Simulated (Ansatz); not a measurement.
`[CH3][Mo](=[O])([OH])=[S]` + H–F → `[O]=[Mo]([OH])([F])=[S]` + CH₄ at 500 K and 1 bar (ligand exchange at a Mo–C bond).

Isolated molecules relaxed with PBE0-D4/def2-TZVP in Ansatz; ΔE leaves out vibrations. CCSD(T)/CBS adds triple-zeta CCSD(T) − MP2 to the extrapolated MP2 energy (def2 sets, frozen cores). This one scheme is used for every species. Elements past krypton have def2 core potentials. For Mo outer-core shells are correlated without core-valence functions, which leaves a few kJ/mol of doubt a bond. One conformer a species, not always the lowest.

```tsv
species	CCSD(T)/CBS energy (Eh)	H − E (kJ/mol)	S (J/(mol·K))
`[CH3][Mo](=[O])([OH])=[S]`	-656.83361	189.7	422.6
H–F	-100.39570	39.4	188.7
`[O]=[Mo]([OH])([F])=[S]`	-716.80850	94.4	392.1
CH₄	-40.46206	135.6	206.8
```

H − E and S are ideal-gas, rigid-rotor, harmonic terms from PBE0-D4/def2-TZVP, for one conformer and one mirror image of each species. 1 Eh = 2625.50 kJ/mol, R = 8.31446 J/(mol·K).

By hand: ΔE, ΔH, ΔS and ΔG.

ΔE = (-716.80850) + (-40.46206) − (-656.83361) − (-100.39570) = -0.04125 Eh = -108.3 kJ/mol. Δ(H − E) = 94.4 + 135.6 − 189.7 − 39.4 = 0.9, so ΔH = -107.4 kJ/mol. ΔS = 392.1 + 206.8 − 422.6 − 188.7 = -12.4 J/(mol·K). ΔG = -107.4 − 500 × (-12.4)/1000 = -101.2 kJ/mol.

By hand: the equilibrium constant, and the temperature at which ΔG would vanish if ΔH and ΔS stayed fixed.

log₁₀ K = −ΔG/(RT ln 10) = 10.6. ΔG = 0 at ΔH/ΔS = 8661 K, far beyond where these terms or the molecules hold.

The number of gas molecules stays the same, so ΔS is small and ΔH decides. A doubt of 5 kJ/mol in ΔE shifts log₁₀ K by 0.5 here. Other conformers and mirror images would add mixing entropy, several J/(mol·K) or more a flexible species. These are equilibria of isolated gas molecules and say nothing of rates. Largest T1 diagnostic: 0.025 (customary marks: 0.02 for closed shells, 0.045 for open ones).
